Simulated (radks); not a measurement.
Task: Coherent X-ray form factor from a spherical all-electron density. All-electron calculation, scalar-relativistic Kohn-Sham, PBE, spin-polarised, spherical densities, finite nucleus; Fermi nuclear charge, rms radius of each element as measured or else 0.836 A^(1/3) + 0.57 fm. Program: a radial shooting solver on a logarithmic mesh with Libxc functionals.

| sin(theta)/lambda (1/angstrom) | f0 (electrons) |
|---|---|
| 0.05 | 51.891 |
| 0.1 | 51.567 |
| 0.15 | 51.033 |
| 0.2 | 50.301 |
| 0.25 | 49.384 |
| 0.3 | 48.298 |
| 0.4 | 45.704 |
| 0.5 | 42.694 |
| 0.6 | 39.453 |
| 0.8 | 32.951 |
| 1 | 27.242 |
| 1.25 | 21.889 |
| 1.5 | 18.388 |
| 2 | 14.492 |

The species is in the configuration that NIST lists as its ground one. Which atom or ion scatters so?

Result: The iridium ion Ir25+, [Kr] 4d10 4f6. Extrapolating in s^2 from the first two rows gives f0(0) = 52.0, near the electron count 52; among species with that count, the fall with angle is slower the higher Z, and the table is that of Z = 77; from so few rows the species is fixed only to a neighbour or two.
